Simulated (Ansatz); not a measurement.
`[Cl][Zr]([Cl])([Cl])[I]` at its PBE0-D4/def2-TZVP geometry, where that method's forces vanish. Total charge 0; spin multiplicity 1. Zr, I takes the def2 core potential.

```
atom   x (Å)   y (Å)   z (Å)
 Cl1  -1.520  -1.677   0.594
 Zr2   0.035  -0.058   0.033
 Cl3   1.098   0.689   1.948
 Cl4   1.597  -0.955  -1.418
  I5  -1.210   2.001  -1.157
```

Task: For each bond, give half the difference of the two atoms' forces along it (eV/Å; positive pushes the atoms apart) under PBE-D4, r2SCAN-D4, B3LYP-D4, ωB97M-V in def2-TZVPP. (Best estimate.)

Result: Ansatz gave: 
```csv
bond,length (Å),PBE-D4,r2SCAN-D4,B3LYP-D4,ωB97M-V
Cl1–Zr2,2.313,0.13,0.09,0.17,0.05
Zr2–Cl3,2.313,0.13,0.09,0.17,0.05
Zr2–Cl4,2.313,0.13,0.09,0.17,0.05
Zr2–I5,2.684,0.07,0.05,0.10,0.00
```

B3LYP here is the variant with VWN-RPA as its local correlation; programs differ in this.
